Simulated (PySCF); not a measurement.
C2H6BeFN, SMILES C[N]([Be][F])C.

Geometry optimised at PBE-D3(BJ)/def2-SVP. The structure was generated by enumeration; whether it is a known compound was not checked. The values are those of a single conformer.

These are TDA-B3LYP/def2-SVPD run with PySCF values and carry that method's errors.

Vertical excitations.  State labels are in the subgroup C2v.

Computed excitation energies, oscillator strengths and character:
```tsv
state	symmetry	energy (eV)	λ (nm)	f	main pairs
S1	B1	4.90	253	0.009	HOMO→LUMO 99 %
S2	A2	5.31	234	0.000	HOMO→LUMO+1 97 %
S3	B1	5.99	207	0.040	HOMO→LUMO+3 98 %
S4	A1	6.04	205	0.087	HOMO→LUMO+2 98 %
S5	A2	7.06	176	0.000	HOMO→LUMO+5 92 %
S6	B1	7.20	172	0.020	HOMO→LUMO+4 90 %
S7	A2	7.36	168	0.000	HOMO→LUMO+6 92 %
S8	B1	7.66	162	0.018	HOMO→LUMO+7 90 %
S9	A1	8.10	153	0.018	HOMO→LUMO+8 36 %, HOMO−1→LUMO 35 %, HOMO→LUMO+9 27 %
S10	B1	8.14	152	0.002	HOMO→LUMO+10 99 %
T1	B1	4.69	264	0	HOMO→LUMO 98 %
T2	A2	5.22	237	0	HOMO→LUMO+1 96 %
T3	A1	5.49	226	0	HOMO→LUMO+2 92 %
T4	B1	5.87	211	0	HOMO→LUMO+3 97 %
```
Triplets are in the Tamm–Dancoff approximation.
